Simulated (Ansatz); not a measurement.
Born–Oppenheimer molecular dynamics of AlH₆NO₂S (11 atoms, charge 0, multiplicity 1). It starts at the highest image of a converged band, a first-order saddle point between two minima.

Computed with RKS B3LYP/def2-mTZVP (Ansatz).

```
ensemble                      : NVE (velocity Verlet)
time step                     : 0.5 fs
steps asked                   : 200
starting velocities drawn for : 300 K
seed                          : 7398
```

First frame:

```xyz
11
Properties=species:S:1:pos:R:3
Al -0.089 0.021 0.304
N -0.041 0.059 2.163
H -0.820 -0.322 2.690
H 0.819 -0.186 2.644
O 1.437 -0.336 -0.381
H 1.718 -0.109 -1.272
O -1.632 -0.430 -0.286
H -1.805 -0.753 -1.174
S -0.207 2.545 0.603
H -1.560 2.583 0.612
H -0.142 1.646 1.797
```

Task: How far do the bonds stretch over the last three quarters of this one trajectory? (Pairs bonded in most of those frames.)

Result: 
| bond | mean (Å) | spread (Å) | shortest | longest |
| --- | --- | --- | --- | --- |
| Al1–N2 | 1.808 | 0.034 | 1.75 | 1.87 |
| Al1–O5 | 1.722 | 0.015 | 1.69 | 1.74 |
| Al1–O7 | 1.735 | 0.021 | 1.70 | 1.76 |
| Al1–S9 | 2.666 | 0.118 | 2.50 | 2.86 |
| N2–H3 | 1.015 | 0.021 | 0.98 | 1.05 |
| N2–H4 | 1.015 | 0.027 | 0.97 | 1.06 |
| O5–H6 | 0.961 | 0.009 | 0.95 | 0.98 |
| O7–H8 | 0.962 | 0.022 | 0.93 | 1.00 |
| S9–H10 | 1.357 | 0.043 | 1.29 | 1.42 |
| S9–H11 | 1.357 | 0.021 | 1.32 | 1.41 |

Pairs bonded in part of these frames only: Al1–S9 89 %.

Mean temperature of the second half: 262 K. The conserved energy stayed within 0.3 meV per atom of its start (net change 0.12 meV per atom), so the integration is sound. A run of 0.1 ps of so small a system gives no equilibrium averages. The orbitals stay closed-shell, which can raise the energy where a bond breaks towards radicals; this wasn't checked here.

Time of the run: 7.3 min on 4 threads of Arm Neoverse V1 (shared host), peak memory 0.31 GiB.
